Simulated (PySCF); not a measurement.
PySCF input for B(Cl)(Me)(SiH3) (CH6BClSi), SMILES CB([SiH3])Cl, KT2/pcSseg-1. The structure is a stationary point at B3LYP-D3(BJ)/def2-SVP. The structure was generated by enumeration, and PubChem lists no compound with its InChIKey, so it may never have been made.

```python
import numpy as np
from pyscf import gto, scf, dft
from pyscf.prop.nmr import rks as nmr

mol = gto.M(
    atom='''
    B    -0.01290697   -0.22368203    0.36317043
    Cl    1.63474775   -0.27627840   -0.28779671
    C    -0.34940435   -0.98443795    1.68293493
    H    -1.08616907   -1.77689477    1.44708493
    H    -0.87311183   -0.31518560    2.38927133
    H     0.51434231   -1.44487037    2.18464813
    Si   -1.36265835    0.84670744   -0.71564017
    H    -2.73732192    0.79570139   -0.12877614
    H    -1.43271039    0.32973259   -2.11676864
    H    -0.93756310    2.27938321   -0.77741490
    ''',
    basis='pcSseg-1',
    charge=0,
    spin=0,
    max_memory=1600,
    verbose=3,
)
mf = dft.RKS(mol, xc='kt2')
mf.grids.level = 3
mf.conv_tol = 1e-10
mf.max_cycle = 100
mf.kernel()
n = nmr.NMR(mf)
n.verbose = 2
n.max_cycle_cphf = 60
sigma = n.kernel()
print('atom   isotropic/ppm   span/ppm')
for i, s in enumerate(sigma):
    w = np.linalg.eigvalsh((s + s.T) / 2)
    print(f'{mol.atom_symbol(i):2s}{i + 1:3d} {w.mean():14.3f} {w[2] - w[0]:11.3f}')
```

Log of the run:

```
converged SCF energy = -823.384939262419
atom   isotropic/ppm   span/ppm
B   1         10.394     177.492
Cl  2        523.712     775.040
C   3        156.990      55.809
H   4         29.703       7.193
H   5         29.424       7.140
H   6         29.758       8.019
Si  7        468.562      51.800
H   8         27.734       7.946
H   9         27.622       7.504
H  10         27.597       7.349
```

The calculation finished and met its thresholds.

Cost: around 17 core-seconds (rough).
